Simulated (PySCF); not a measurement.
F3Ga, charge -1, doublet, geometry from GFN2-xTB (such geometries of metal compounds can be far from the true shape) (a state made from the parent by changing its charge; the spin is typed, not shown lowest) (in this run its highest filled SCF level lies above zero, so its values depend strongly on the basis, on diffuse functions most of all). Base run: M06L/pcseg-1 (PySCF).

PySCF was given this input:
```python
from pyscf import gto, scf, dft

mol = gto.Mole()
mol.atom = '''
    Ga   -0.01722873   -0.01289214    0.01677559
    F    -1.70650775   -1.08516163    0.06884693
    F    -0.00265406    1.82219157   -0.78423006
    F     1.67419195   -0.80060532    0.73468508
'''
mol.basis = 'pcseg-1'
mol.charge = -1
mol.spin = 1
mol.verbose = 3
mol.build()

mf = dft.UKS(mol)
mf.xc = 'm06l'
mf.kernel()
mf.analyze()
```

The base run was repeated with changes; each row names its change, and settings that it needs were set with it.

```csv
change,ΔE vs base (mEh),grid points,electrons on the grid,outcome
base,0.000,63696,59.00000,converged
grids.becke_scheme = stratmann,-0.004,63696,59.00001,converged
grids.prune = dft.gen_grid.sg1_prune,-,-,-,stopped with an error
small_rho_cutoff = 0,0.000,63696,59.00000,converged
"grids.atom_grid = (30, 110)",-48.538,9808,59.00090,converged
grids.level = 5,-0.044,176912,59.00000,converged
grids.level = 1,0.125,23320,59.00002,converged
grids.level = 4,-0.061,116888,59.00000,converged
grids.radi_method = gauss_chebyshev,-0.102,62232,59.00000,converged
grids.radi_method = delley,0.261,66216,59.00000,converged
"grids.atom_grid = (75, 302)",-0.320,56080,58.99996,converged
```

Open shells are given as the SCF converged; they aren't shown to be the lowest states, and a large step between rows can be another state.

- grids.prune = dft.gen_grid.sg1_prune: ended with `IndexError: index 31 is out of bounds for axis 0 with size 19`
